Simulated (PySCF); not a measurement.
PySCF input file for 2-(4-methylthiophen-2-yl)pyridine (C10H9NS), SMILES Cc1csc(-c2ccccn2)c1, TDA-PBE/def2-SVP. The structure is a stationary point at PBE0-D3(BJ)/def2-SVP. Other conformers were not sampled.

```python
import numpy as np
from pyscf import gto, scf, dft, tdscf

mol = gto.M(
    atom='''
    C     1.31715804   -3.93217407    0.00000000
    C     0.47035480   -2.69850564   -0.00000000
    C    -0.90556509   -2.68711594   -0.00000000
    S    -1.56601713   -1.10479450   -0.00000000
    C     0.01304483   -0.39969435    0.00000000
    C     0.13036760    1.05589151    0.00000001
    C     1.37670273    1.70381506   -0.00000000
    C     1.40839609    3.09188977   -0.00000000
    C     0.20699523    3.79879828   -0.00000000
    C    -0.97925732    3.06554059    0.00000000
    N    -1.02048790    1.74008351   -0.00000000
    C     0.98887603   -1.37170118   -0.00000000
    H     1.97015416   -3.96879248    0.88659457
    H     1.97015416   -3.96879247   -0.88659457
    H     0.69947708   -4.84071890    0.00000000
    H    -1.56678385   -3.55369008   -0.00000000
    H     2.30207133    1.12608606    0.00000000
    H     2.36540983    3.61948450   -0.00000000
    H     0.18656918    4.89014614   -0.00000000
    H    -1.94706739    3.58050745    0.00000000
    H     2.05726721   -1.14856702   -0.00000000
    ''',
    basis='def2-SVP',
    charge=0,
    spin=0,
    symmetry=True,
    max_memory=1600,
    verbose=4,
)
mf = dft.RKS(mol, xc='pbe').density_fit(auxbasis='def2-universal-jkfit')
mf.grids.level = 3
mf.conv_tol = 1e-9
mf.max_cycle = 100
mf.kernel()
mf.grids = dft.Grids(mol).set(level=1).build(with_non0tab=True)  # coarser grid for the response kernel
td = tdscf.TDA(mf)
td.singlet = True
td.nstates = 6
td.conv_tol = 1e-4
td.positive_eig_threshold = 1e-6
td.kernel(x0=td.get_init_guess(mf, 11))
td.analyze()
tt = tdscf.TDA(mf)
tt.singlet = False
tt.nstates = 2
tt.conv_tol = 1e-4
tt.positive_eig_threshold = 1e-6
tt.kernel(x0=tt.get_init_guess(mf, 7))
tt.analyze(verbose=3)
```

Log of the run:

```
PySCF version 2.14.0

[INPUT] verbose = 4
[INPUT] num. atoms = 21
[INPUT] num. electrons = 92
[INPUT] charge = 0
[INPUT] spin (= nelec alpha-beta = 2S) = 0
[INPUT] symmetry True subgroup None
[INPUT] Mole.unit = angstrom
[INPUT] Symbol           X                Y                Z      unit          X                Y                Z       unit  Magmom
[INPUT]  1 C      1.317158040000  -3.932174070000   0.000000000000 AA    2.489067958369  -7.430732066416   0.000000000000 Bohr   0.0
[INPUT]  2 C      0.470354800000  -2.698505640000   0.000000000000 AA    0.888841753375  -5.099436605194   0.000000000000 Bohr   0.0
[INPUT]  3 C     -0.905565090000  -2.687115940000   0.000000000000 AA   -1.711270008067  -5.077913191553   0.000000000000 Bohr   0.0
[INPUT]  4 S     -1.566017130000  -1.104794500000   0.000000000000 AA   -2.959343482077  -2.087759028926   0.000000000000 Bohr   0.0
[INPUT]  5 C      0.013044830000  -0.399694350000   0.000000000000 AA    0.024651156042  -0.755312855036   0.000000000000 Bohr   0.0
[INPUT]  6 C      0.130367600000   1.055891510000   0.000000010000 AA    0.246359059517   1.995345771153   0.000000018897 Bohr   0.0
[INPUT]  7 C      1.376702730000   1.703815060000   0.000000000000 AA    2.601591114641   3.219743830309   0.000000000000 Bohr   0.0
[INPUT]  8 C      1.408396090000   3.091889770000   0.000000000000 AA    2.661482885008   5.842824872644   0.000000000000 Bohr   0.0
[INPUT]  9 C      0.206995230000   3.798798280000   0.000000000000 AA    0.391164293791   7.178688351669   0.000000000000 Bohr   0.0
[INPUT] 10 C     -0.979257320000   3.065540590000   0.000000000000 AA   -1.850528140276   5.793032138838   0.000000000000 Bohr   0.0
[INPUT] 11 N     -1.020487900000   1.740083510000   0.000000000000 AA   -1.928442644433   3.288281267772   0.000000000000 Bohr   0.0
[INPUT] 12 C      0.988876030000  -1.371701180000   0.000000000000 AA    1.868704867847  -2.592139554943   0.000000000000 Bohr   0.0
[INPUT] 13 H      1.970154160000  -3.968792480000   0.886594570000 AA    3.723051785573  -7.499930832433   1.675420920827 Bohr   0.0
[INPUT] 14 H      1.970154160000  -3.968792470000  -0.886594570000 AA    3.723051785573  -7.499930813536  -1.675420920827 Bohr   0.0
[INPUT] 15 H      0.699477080000  -4.840718900000   0.000000000000 AA    1.321820111610  -9.147632967006   0.000000000000 Bohr   0.0
[INPUT] 16 H     -1.566783850000  -3.553690080000   0.000000000000 AA   -2.960792372892  -6.715500982784   0.000000000000 Bohr   0.0
[INPUT] 17 H      2.302071330000   1.126086060000   0.000000000000 AA    4.350284332913   2.127994246091   0.000000000000 Bohr   0.0
[INPUT] 18 H      2.365409830000   3.619484500000   0.000000000000 AA    4.469976751054   6.839834417108   0.000000000000 Bohr   0.0
[INPUT] 19 H      0.186569180000   4.890146140000   0.000000000000 AA    0.352564653485   9.241036913699   0.000000000000 Bohr   0.0
[INPUT] 20 H     -1.947067390000   3.580507450000   0.000000000000 AA   -3.679424113172   6.766178467465   0.000000000000 Bohr   0.0
[INPUT] 21 H      2.057267210000  -1.148567020000   0.000000000000 AA    3.887671591948  -2.170477103508   0.000000000000 Bohr   0.0

nuclear repulsion = 716.447510043672
point group symmetry = Cs
symmetry origin: [-6.16215084e-10 -1.02702520e-09  1.23243008e-09]
symmetry axis x: [1.00000000e+00 1.00211014e-09 6.18208953e-11]
symmetry axis y: [ 1.00211014e-09 -1.00000000e+00 -9.46606499e-11]
symmetry axis z: [-6.18208952e-11 -9.46606573e-11  1.00000000e+00]
num. orbitals of irrep A' = 156
num. orbitals of irrep A" = 61
number of shells = 101
number of NR pGTOs = 363
number of NR cGTOs = 217
basis = def2-SVP
ecp = {}


[settings echo left out]
init E= -839.816860072576
HOMO (A") = -0.26500541357806  LUMO (A") = -0.143225347648455  gap/eV = 3.31380
cycle= 1 E= -838.159089001532  delta_E= 1.66  |g|= 0.578  |ddm|= 5.84
HOMO (A") = -0.127475814442773  LUMO (A") = -0.0190777940011277  gap/eV = 2.94966
cycle= 2 E= -838.002467620981  delta_E= 0.157  |g|= 0.941  |ddm|=    2
HOMO (A") = -0.18635126476347  LUMO (A") = -0.0655781116633229  gap/eV = 3.28640
cycle= 3 E= -838.237247273487  delta_E= -0.235  |g|= 0.248  |ddm|= 1.51
HOMO (A") = -0.193345263039272  LUMO (A") = -0.0767234932975001  gap/eV = 3.17344
cycle= 4 E= -838.255741453302  delta_E= -0.0185  |g|= 0.0712  |ddm|= 0.442
HOMO (A") = -0.193187532694158  LUMO (A") = -0.0758281687098705  gap/eV = 3.19351
cycle= 5 E= -838.256710705434  delta_E= -0.000969  |g|= 0.0403  |ddm|= 0.111
HOMO (A") = -0.192688468489051  LUMO (A") = -0.075706683619404  gap/eV = 3.18324
cycle= 6 E= -838.257061312482  delta_E= -0.000351  |g|= 0.0132  |ddm|= 0.0541
HOMO (A") = -0.192639357909127  LUMO (A") = -0.0754214299429505  gap/eV = 3.18966
cycle= 7 E= -838.257099430667  delta_E= -3.81e-05  |g|= 0.00569  |ddm|= 0.0221
HOMO (A") = -0.192724245281367  LUMO (A") = -0.0755726670683812  gap/eV = 3.18786
cycle= 8 E= -838.257108446804  delta_E= -9.02e-06  |g|= 0.00137  |ddm|= 0.00809
HOMO (A") = -0.192721125820066  LUMO (A") = -0.0755683364589177  gap/eV = 3.18789
cycle= 9 E= -838.257108905279  delta_E= -4.58e-07  |g|= 0.000571  |ddm|= 0.00236
HOMO (A") = -0.192735489793271  LUMO (A") = -0.0755838257988284  gap/eV = 3.18786
cycle= 10 E= -838.257108988229  delta_E= -8.3e-08  |g|= 0.000195  |ddm|= 0.000833
HOMO (A") = -0.192737107040112  LUMO (A") = -0.0755836221917634  gap/eV = 3.18791
cycle= 11 E= -838.257108998242  delta_E= -1e-08  |g|= 5.68e-05  |ddm|= 0.000264
HOMO (A") = -0.19273117707804  LUMO (A") = -0.0755793445280961  gap/eV = 3.18786
cycle= 12 E= -838.257108999036  delta_E= -7.94e-10  |g|= 2.24e-05  |ddm|= 9.78e-05
HOMO (A") = -0.192735887457659  LUMO (A") = -0.0755819618263849  gap/eV = 3.18792
Extra cycle  E= -838.25710899858  delta_E= 4.56e-10  |g|= 4.55e-05  |ddm|= 8.87e-05
converged SCF energy = -838.25710899858
tot grids = 85488
Overwritten attributes  positive_eig_threshold  of <class 'pyscf.tdscf.rks.TDA'>


******** <class 'pyscf.tdscf.rks.TDA'> for <class 'pyscf.df.df_jk.DFSymAdaptedRKS'> ********
nstates = 6 singlet
deg_eia_thresh = 1.000e-03
wfnsym = None
conv_tol = 0.0001
eigh lindep = 1e-12
eigh level_shift = 0
eigh max_cycle = 100


Excitation energies (eV)
[3.80739326 3.90310347 4.10097434 4.43582706 4.46710139 4.5372978 ]

** Singlet excitation energies and oscillator strengths **
Excited State   1:   A"      3.80739 eV    325.64 nm  f=0.0002
      45 -> 47        0.68986
      45 -> 48       -0.15229
Excited State   2:   A'      3.90310 eV    317.66 nm  f=0.0732
      42 -> 47       -0.10495
      44 -> 47        0.11774
      44 -> 48        0.14758
      46 -> 47       -0.36834
      46 -> 48       -0.54556
Excited State   3:   A'      4.10097 eV    302.33 nm  f=0.1468
      44 -> 47       -0.40487
      44 -> 48       -0.14972
      46 -> 47        0.36291
      46 -> 48       -0.36830
      46 -> 49       -0.13192
Excited State   4:   A'      4.43583 eV    279.51 nm  f=0.2016
      44 -> 48       -0.62802
      46 -> 47       -0.27824
Excited State   5:   A"      4.46710 eV    277.55 nm  f=0.0023
      45 -> 47       -0.15005
      45 -> 48       -0.68848
Excited State   6:   A'      4.53730 eV    273.26 nm  f=0.2672
      44 -> 47       -0.50533
      44 -> 48        0.22568
      44 -> 49        0.15985
      46 -> 47       -0.32862
      46 -> 48        0.15870

** Transition electric dipole moments (AU) **
state          X           Y           Z        Dip. S.      Osc.
  1         0.0000      0.0000     -0.0468      0.0022      0.0002
  2         0.0126      0.8746     -0.0000      0.7650      0.0732
  3        -0.5127     -1.0948     -0.0000      1.4614      0.1468
  4         0.1482      1.3538      0.0000      1.8547      0.2016
  5        -0.0000     -0.0000      0.1444      0.0208      0.0023
  6        -0.0168      1.5503      0.0000      2.4038      0.2672

** Transition velocity dipole moments (imaginary part, AU) **
state          X           Y           Z        Dip. S.      Osc.
  1        -0.0000     -0.0000      0.0131      0.0002      0.0008
  2         0.0133      0.0212     -0.0000      0.0006      0.0029
  3         0.0763     -0.0579     -0.0000      0.0092      0.0406
  4        -0.0105      0.0560      0.0000      0.0033      0.0133
  5        -0.0000     -0.0000     -0.0075      0.0001      0.0002
  6         0.0389      0.0625      0.0000      0.0054      0.0217

** Transition magnetic dipole moments (imaginary part, AU) **
state          X           Y           Z
  1        -0.0898      0.1404     -0.0000
  2         0.0000     -0.0000     -0.5426
  3        -0.0000     -0.0000     -0.1977
  4        -0.0000     -0.0000     -0.1001
  5         0.1928     -0.3849      0.0000
  6        -0.0000     -0.0000      0.0551


******** <class 'pyscf.tdscf.rks.TDA'> for <class 'pyscf.df.df_jk.DFSymAdaptedRKS'> ********
nstates = 2 triplet
deg_eia_thresh = 1.000e-03
wfnsym = None
conv_tol = 0.0001
eigh lindep = 1e-12
eigh level_shift = 0
eigh max_cycle = 100


Excitation energies (eV)
[2.85543096 3.51139182]

** Triplet excitation energies and oscillator strengths **
Excited State   1:   A'      2.85543 eV    434.20 nm  f=0.0000
Excited State   2:   A"      3.51139 eV    353.09 nm  f=0.0000
```

The run converged.

Cost: around 4 core-minutes (rough).
